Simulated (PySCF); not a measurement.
Species: C6H2N (doublet state).
Structure used (GFN2-xTB), in Å, numbered top down from 1:
```xyz
9
C6H2N angstrom
C      2.3122    0.6483    1.9321
C      1.4264    0.3502    1.1606
C      0.4472    0.0202    0.3080
C     -0.4590   -0.2937   -0.4626
C     -1.4482   -0.6251   -1.3268
C     -1.5305   -0.0586   -2.5889
N     -1.6113    0.4044   -3.6420
H      3.0794    0.9076    2.5981
H     -2.2028   -1.3471   -1.0449
```

The species is `C#CC#C[CH]C#N` [radical].

Computed, not measured: PySCF, UKS B3LYP, pcH-1 on C H N, non-relativistic, mean-field spin-orbit, GIAO. Geometry: GFN2-xTB; no solvent, vibrations or thermal averaging. The geometry wasn't refined by DFT: couplings that depend on bond lengths, twists or pyramidal angles can differ widely from those at the functional's own minimum. Stability of the SCF solution: not tested. ⟨S²⟩ is 0.783 where a pure state has 0.75.

(1) What is the g tensor, term by term?

(2) At 9.616 GHz, how far is the centre of the isotropic spectrum from where a free electron (g = 2.002319) resonates?

(3) What effective moment and Curie constant follow for a powder?

(4) In a frozen sample, at which fields do the three g values resonate at 9.5, 34, 94 and 263 GHz (hyperfine left aside), and which band first spreads them over more than twice a line width of 1.0 mT?

Results:

(1) 
```tsv
Δg (ppm)	1	2	3
relativistic mass correction	-162	-162	-162
gauge correction	-6	33	34
orbital Zeeman/spin–orbit	60	943	1502
total	-109	814	1374
```

So g = 2.00221, 2.00313, 2.00369 and g_iso = 2.00301; the tensor is rhombic: the two nearest values differ by 38 % of g3 − g1. Axes: g1 is normal to the molecular plane and g3 points within 9° of the C3–C4 bond.

(2) B = hν/(g μB) with μB/h = 13.99624 MHz/mT gives 343.12 mT for the free electron and 343.00 mT at g_iso, 0.12 mT lower.

(3) With the mean of g² = 4.0121 and S(S+1) = 0.75: μ_eff = √(⟨g²⟩S(S+1)) = 1.735 μB and χT = 0.12505·⟨g²⟩·S(S+1) = 0.376 cm³ K/mol (cgs; spin-Hamiltonian part alone).

(4) 
```tsv
band	GHz	B(g3) mT	B(g2) mT	B(g1) mT	spread mT
X	9.5	338.75	338.85	339.00	0.25
Q	34.0	1212.37	1212.71	1213.27	0.90
W	94.0	3351.85	3352.79	3354.34	2.48
J	263.0	9378.06	9380.68	9385.00	6.94
```

The spread grows in proportion to the frequency. W band is the first where it exceeds 2.0 mT.

The Mulliken spin populations are largest on C5 (+0.58), C3 (+0.43), C1 (+0.33) and N7 (+0.25). Four atoms exceed +0.15. The angles at C5 add up to 360.0°, so it is planar.

The HOMO–LUMO gaps are 4.91 eV among the α and 3.59 eV among the β orbitals.
